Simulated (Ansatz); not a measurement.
C$_{3}$F$_{3}$ (SMILES [C]#CC(F)(F)F), doublet, geometry from GFN2-xTB; SVWN5/def2-SVP run with Ansatz (an electronic-structure program).

The Ansatz input:
Ansatz 0.2 input:
```yaml
crystal:
  periodic: [false, false, false]
  atoms:
    - {symbol: C, position_ang: [2.40424185, 0.02022529, 0.08481996]}
    - {symbol: C, position_ang: [1.21200987, 0.01019583, 0.04275885]}
    - {symbol: C, position_ang: [-0.26204028, -0.00220437, -0.00924460]}
    - {symbol: F, position_ang: [-0.70984126, -0.97704858, -0.80217770]}
    - {symbol: F, position_ang: [-0.78714150, -0.19345774, 1.20206903]}
    - {symbol: F, position_ang: [-0.73915819, 1.15169515, -0.47878081]}
basis:
  gaussian:
    orbitals: def2-SVP
hamiltonian:
  xc: {name: SVWN5}
magnetization: {spin_polarized: true, initial_magnetization: 1}
scf: {lower_state_search: light}
```

Write the output that Ansatz gives for this input, abridged.


```
Functional definition: SVWN5
918 factors; their error is unknown
mean field evaluation 1: about -11163.1311 eV, gradient 3.3e1 eV
mean field evaluation 2: about -11154.2330 eV, gradient 5.2e1 eV
mean field evaluation 4: about -11167.8056 eV, gradient 5.3e0 eV
mean field evaluation 8: about -11167.9424 eV, gradient 1.5e-1 eV
mean field evaluation 16: about -11167.8879 eV, gradient 2.6e-4 eV
mean field evaluation 32: about -11167.8878 eV, gradient 1.1e-1 eV
mean field -11167.88792193 eV, -410.4123112647 hartree, gradient 3.6e-5 eV, S^2 0.770554; 6 other end points of the search recorded, 0 dependent functions left out
reference -11167.88793736 eV, -410.4123118317 hartree; 23, 22 occupied and 61, 62 virtual orbitals, 918 factors
Total energy: -11167.88793736 eV, -410.4123118317 hartree
```
